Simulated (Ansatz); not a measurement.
C3HBrClF, SMILES FC(Br)=C=CCl.

The structure is a stationary point at PBE-D3(BJ)/def2-SVP. The structure was generated by enumeration, and PubChem lists no compound with its InChIKey, so it may never have been made.

Two levels are set side by side: PBE/def2-SVPD (Ansatz, a first-principles code) and PBE0/def2-SVPD (Ansatz). Energy differences of separate SCF runs at the same geometry; the states with an electron removed or added have multiplicity 2 and 2. Differences are taken from unrounded values.

```
quantity                            PBE
---------------------------------  ----
vertical ionisation energy (eV)    9.53
vertical singlet–triplet gap (eV)  3.69
```

Q: These are the PBE values. What does PBE0 give? (An estimate is asked for; the answer gives what the named calculation found.)

A: 
```csv
quantity,PBE0,PBE minus PBE0
vertical ionisation energy (eV),9.80,-0.27
vertical singlet–triplet gap (eV),3.71,-0.02
```
